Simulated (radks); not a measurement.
Results of a calculation; reference values are marked as such.
Isoelectronic series with 21 electrons, all held in the configuration [Ar] 3d1 4s2, which need not be the ground one along the series. Code: a radial shooting solver on a logarithmic mesh with Libxc functionals. Model: Dirac Kohn-Sham, PBE, spin-unpolarised, spherical densities, finite nucleus; open shells are shared between the two j in proportion to 2j + 1; Fermi nuclear charge, rms radius of each element as measured or else 0.836 A^(1/3) + 0.57 fm. Total energies (hartree) and mean radii <r> (bohr):

ion	E (hartree)	3d5/2	3d3/2	4s1/2	3p3/2
Sc	-764.06123	1.871	1.865	3.721	1.171
Ti+	-853.21310	1.359	1.356	3.003	1.068
V2+	-947.69567	1.132	1.129	2.559	0.9801
Cr3+	-1047.49907	0.9873	0.9851	2.251	0.9055
Mn4+	-1152.62573	0.8828	0.8807	2.018	0.8416
Fe5+	-1263.08370	0.8019	0.7999	1.835	0.7863
Co6+	-1378.88410	0.7366	0.7346	1.686	0.7380
Ni7+	-1500.04074	0.6823	0.6804	1.561	0.6953
Cu8+	-1626.56845	0.6363	0.6344	1.455	0.6575
Zn9+	-1758.48470	0.5967	0.5947	1.363	0.6236

3d5/2 drops below 4s1/2 between Sc and Ti+. 3d3/2 drops below 4s1/2 between Sc and Ti+.
